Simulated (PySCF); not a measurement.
W(NH)(F)3(Cl) (ClF3HNW), SMILES [F][W](=[NH])([F])([F])[Cl], multiplicity 1.

Geometry: B3LYP-D3(BJ)/def2-SVP. The spin state was assumed, not searched. The structure was generated by enumeration; whether it is a known compound was not checked. The def2 effective core potentials stand for the cores of W; spin–orbit coupling is left out.

All values below come from TDDFT-PBE/def2-SVPD (PySCF 2.14.0).

Vertical excitations.  State labels are in the subgroup Cs.

Computed UV-visible absorptions:
```
state  symmetry  energy (eV)  λ (nm)      f                          main pairs
-----  --------  -----------  ------  -----  ----------------------------------
S1           A"         3.46     358  0.000                     HOMO→LUMO 100 %
S2           A'         3.92     317  0.007  HOMO−2→LUMO 67 %, HOMO−1→LUMO 32 %
S3           A'         4.13     300  0.025  HOMO−1→LUMO 61 %, HOMO−2→LUMO 32 %
S4           A"         4.55     273  0.003                    HOMO−3→LUMO 99 %
S5           A"         5.11     242  0.005                    HOMO−4→LUMO 87 %
S6           A"         5.19     239  0.001                  HOMO−1→LUMO+1 91 %
S7           A"         5.30     234  0.001                    HOMO→LUMO+2 93 %
S8           A'         5.45     227  0.035                    HOMO→LUMO+1 68 %
S9           A'         5.46     227  0.004                  HOMO−1→LUMO+2 90 %
S10          A"         5.57     222  0.000                  HOMO−2→LUMO+1 94 %
T1           A"         3.34     371      0                     HOMO→LUMO 100 %
T2           A'         3.36     369      0                   HOMO−1→LUMO 100 %
T3           A'         3.78     328      0                   HOMO−2→LUMO 100 %
T4           A"         4.35     285      0                   HOMO−3→LUMO 100 %
```
Triplets are in the Tamm–Dancoff approximation, which puts them higher than full response would, so one can lie above its singlet here.
